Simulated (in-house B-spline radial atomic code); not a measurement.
Results of a calculation; reference values are marked as such.
## Building a PAW s channel for Sn, r_c = 2.62 bohr

Sn, [Kr] 4d10 5s2 5p2, non-relativistic PBE, spherical and spin-unpolarised, from a B-spline radial code for spherical atoms (atomic units; all potentials screened as in the neutral atom).

Two all-electron partial waves φ1, φ2 are integrated outwards at E1 = ε(5s) = -0.360522 and E2 = E1 + 1 hartree; φ1 is the bound orbital and φ2 has unit norm inside r_c = 2.6246 bohr. Smooth partners are polynomials, r^1(a0 + a1 r² + a2 r⁴ + a3 r⁶), matched to φ and three derivatives at r_c, with no condition on the norm. The local potential is -3.9334 + (1.39457) r² + (-0.208708) r⁴ + (0.0114653) r⁶ inside 2.1846 bohr and the all-electron one outside.

| wave | φ(r_c) | φ'(r_c) | a0 | a1 | a2 | a3 |
| --- | --- | --- | --- | --- | --- | --- |
| 1 | 0.6472012 | -0.2252043 | 0.5774314 | -0.05984879 | 0.001431102 | 4.135558e-05 |
| 2 | 0.3148828 | 1.845408 | -1.833685 | 0.471605 | -0.03158963 | 0.0006240972 |

Inside r_c the overlaps are <φi φj> = [[0.61154, -0.63263], [-0.63263, 1.00000]] and, for the smooth waves, [[0.84026, -1.24839], [-1.24839, 2.64365]]. With χj = (Ej − T − V_local) applied to smooth wave j, the program's quadrature gives the matrix B_ij = <smooth i, χj> as [[0.71467, -2.29295], [-1.67719, 5.49464]].

Q: Check the match of the first wave, and find the augmentation charges q_ij.

A: At r_c the four terms are 1.51553, -1.08204, 0.17823, 0.03548, which sum to 0.6472, φ1(r_c) to rounding. q_ij is the all-electron overlap less the smooth one: [[-0.22873, 0.61576], [0.61576, -1.64365]]. The smooth first wave has a norm of 0.8403 inside r_c against 0.6115, so q11 is negative and must stay small enough for the overlap operator to be positive.

Q: B isn't symmetric. Show that D_ij = B_ij + Ej q_ij is.

A: Integrating by parts gives B12 − B21 = (E1 − E2) q12: -2.29295 − (-1.67719) = -0.61576, and −1 × (0.61576) = -0.61576. So D12 = -2.29295 + (0.639478)(0.61576) = -1.89919 and D21 = -1.67719 + (-0.360522)(0.61576) = -1.89918; D11 = 0.79713, D22 = 4.44356. The projectors, p = (B⁻¹)ᵀ χ, are dual to the smooth waves; det B = 0.081.

Solving (T + V_local + Σ p D p) ψ = E (1 + Σ p q p) ψ in a sphere of 9 bohr, whose wall lifts the free-atom level a little, gives these levels:

| all-electron | one projector | two projectors |
| --- | --- | --- |
| -0.360487 | -0.360487 | -0.360487 |
| 0.042853 | 0.037899 | 0.042848 |
| 0.369015 | 0.303006 | 0.369010 |
| 0.863993 | 0.498988 | 0.863975 |
| 1.512490 | 0.934405 | 1.509760 |

Q: What does the second projector gain?

A: With one projector the errors are 0.00, -4.95, -66.01 millihartree, and the level at 0.4990 is out of step with the all-electron series: an extra state, or one far too low, so the pairing ends there; skipping it, the next levels are off by +70.4 millihartree. With two the errors are 0.00, 0.00, 0.00, -0.02, -2.73 millihartree. The scattering is exact at E1 and at E2 = 0.639, and over all levels compared the largest error is 2.7 millihartree. The lowest eigenvalue of the overlap operator is 0.4706 with one and 0.0339 with two projectors, close enough to zero to make that set ill-conditioned. The smooth orbital alone needs a cutoff of 1.34 hartree for 1 millihartree of kinetic energy, against 8.32 for a norm-conserving Troullier-Martins orbital of the same radius; part of the gain comes from giving up the norm, part from the simpler form.
